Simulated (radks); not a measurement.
Species: Sc I. Configuration: [Ar] 3d1 4s1 4f1 (not the ground configuration). All-electron calculation, scalar-relativistic Kohn-Sham, PBE, spin-polarised, spherical densities, point nucleus; open shells are filled with parallel spins first. Program: a radial shooting solver on a logarithmic mesh with Libxc functionals.

Unscreened Slater integrals over Kohn-Sham orbitals (hartree). They are taken over the spin-up orbitals.

integral        value
F0(4f,4f)    0.055390
F2(4f,4f)    0.032652
F4(4f,4f)    0.022434
F6(4f,4f)    0.016858
F0(4f,4s)    0.067383
G3(4f,4s)  0.00052818
F0(4f,3d)    0.067424
F2(4f,3d)   0.0017386
F4(4f,3d)  0.00022255
G1(4f,3d)  0.00013615
G3(4f,3d)  7.6360e-05
G5(4f,3d)  5.1904e-05
F0(4f,3p)    0.067429
F2(4f,3p)  0.00074766
G2(4f,3p)  7.9026e-06
G4(4f,3p)  5.0269e-06
F0(4s,4s)     0.27077
F0(4s,3d)     0.32845
G2(4s,3d)    0.063190
F0(4s,3p)     0.34533
G1(4s,3p)    0.023832
F0(3d,3d)     0.54699
F2(3d,3d)     0.24518
F4(3d,3d)     0.15106
F0(3d,3p)     0.63817
F2(3d,3p)     0.29065
G1(3d,3p)     0.36158
G3(3d,3p)     0.21509
F0(3p,3p)     0.77378
F2(3p,3p)     0.38794

Derived for the open shells (J is the average intra-shell exchange parameter used in DFT+U). 3d: Racah B = F2/49 - 5 F4/441 = 0.003291 hartree, C = 35 F4/441 = 0.01199 hartree, C/B = 3.64, F4/F2 = 0.616, J = (F2 + F4)/14 = 0.02830 hartree. 4f: F4/F2 = 0.687, F6/F2 = 0.516, J = (286 F2 + 195 F4 + 250 F6)/6435 = 0.002786 hartree.
